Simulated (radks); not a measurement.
Values are calculated unless marked as measured or tabulated.
Q: Coherent X-ray form factor from a spherical all-electron density. Level of theory: scalar-relativistic Kohn-Sham, exchange-only LDA, spin-polarised, spherical densities, point nucleus (a radial shooting solver on a logarithmic mesh with Libxc functionals).

sin(theta)/lambda (1/angstrom)  f0 (electrons)
0.05                                    48.915
0.1                                     48.660
0.15                                    48.241
0.2                                     47.663
0.25                                    46.935
0.3                                     46.071
0.4                                     43.982
0.5                                     41.517
0.6                                     38.810
0.8                                     33.181
1                                       27.962
1.25                                    22.744
1.5                                     19.105
2                                       14.962

The species is in the configuration that NIST lists as its ground one. Which atom or ion scatters so?

A: The gold ion Au30+, [Kr] 4d10 4f3. Extrapolating in s^2 from the first two rows gives f0(0) = 49.0, near the electron count 49; among species with that count, the fall with angle is slower the higher Z, and the table is that of Z = 79; from so few rows the species is fixed only to a neighbour or two.
